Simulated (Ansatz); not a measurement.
Computed with Ansatz on PBE0-D4/def2-TZVP structures; ΔE is electronic, products minus reactants. CBS: MP2 limit from def2 TZ/QZ plus the TZ coupled-cluster correction, frozen cores. This one scheme is used for every species. Functionals use def2-TZVPP. B3LYP here is the variant with VWN-RPA as its local correlation; programs differ in this. For Br, Ti outer-core shells are correlated without core-valence functions, which leaves a few kJ/mol of doubt a bond. Scalar relativity is left out up to krypton. Each species was taken in one conformer, which may not be the lowest.

Consider the ligand exchange at a Ti–Br bond: `[OH][Ti]([F])([F])[Br]` + H₂S → `[OH][Ti]([F])([F])[SH]` + HBr.

```json
{"level": "PBE-D4", "ΔE (kcal/mol)": "12.7", "difference from CCSD(T)/CBS": "-1.1"}
{"level": "r2SCAN-D4", "ΔE (kcal/mol)": "13.9", "difference from CCSD(T)/CBS": "0.1"}
{"level": "PBE0-D4", "ΔE (kcal/mol)": "13.4", "difference from CCSD(T)/CBS": "-0.4"}
{"level": "B3LYP-D4", "ΔE (kcal/mol)": "13.6", "difference from CCSD(T)/CBS": "-0.2"}
{"level": "ωB97X-V", "ΔE (kcal/mol)": "14.1", "difference from CCSD(T)/CBS": "0.3"}
{"level": "ωB97M-V", "ΔE (kcal/mol)": "13.8", "difference from CCSD(T)/CBS": "0.0"}
{"level": "B2PLYP", "ΔE (kcal/mol)": "14.2", "difference from CCSD(T)/CBS": "0.4"}
{"level": "PBE", "ΔE (kcal/mol)": "12.9", "difference from CCSD(T)/CBS": "-0.9"}
{"level": "r2SCAN", "ΔE (kcal/mol)": "14.0", "difference from CCSD(T)/CBS": "0.2"}
{"level": "PBE0", "ΔE (kcal/mol)": "13.6", "difference from CCSD(T)/CBS": "-0.2"}
{"level": "B3LYP", "ΔE (kcal/mol)": "13.9", "difference from CCSD(T)/CBS": "0.1"}
{"level": "HF/def2-TZVPP", "ΔE (kcal/mol)": "16.4", "difference from CCSD(T)/CBS": "2.6"}
{"level": "MP2/def2-TZVPP", "ΔE (kcal/mol)": "14.2", "difference from CCSD(T)/CBS": "0.4"}
{"level": "SCS-MP2/def2-TZVPP", "ΔE (kcal/mol)": "14.2", "difference from CCSD(T)/CBS": "0.4"}
{"level": "CCSD/def2-TZVPP", "ΔE (kcal/mol)": "14.1", "difference from CCSD(T)/CBS": "0.3"}
{"level": "CCSD(T)/def2-TZVPP", "ΔE (kcal/mol)": "13.7", "difference from CCSD(T)/CBS": "-0.1"}
{"level": "HF/def2-QZVPP", "ΔE (kcal/mol)": "16.5", "difference from CCSD(T)/CBS": "2.7"}
{"level": "MP2/def2-QZVPP", "ΔE (kcal/mol)": "14.3", "difference from CCSD(T)/CBS": "0.5"}
{"level": "SCS-MP2/def2-QZVPP", "ΔE (kcal/mol)": "14.3", "difference from CCSD(T)/CBS": "0.5"}
{"level": "HF/CBS(def2)", "ΔE (kcal/mol)": "16.5", "difference from CCSD(T)/CBS": "2.7"}
{"level": "MP2/CBS(def2)", "ΔE (kcal/mol)": "14.3", "difference from CCSD(T)/CBS": "0.5"}
{"level": "CCSD/CBS(def2)", "ΔE (kcal/mol)": "14.2", "difference from CCSD(T)/CBS": "0.4"}
{"level": "CCSD(T)/CBS", "ΔE (kcal/mol)": "13.8", "difference from CCSD(T)/CBS": "0"}
```

Largest T1 diagnostic among the species: 0.024, so the coupled-cluster value is less sure than usual.

In def2-TZVPP, CCSD(T) changes the Hartree–Fock value by −2.8 kcal/mol (the triples alone add −0.4 kcal/mol) and MP2 by −2.2 kcal/mol.
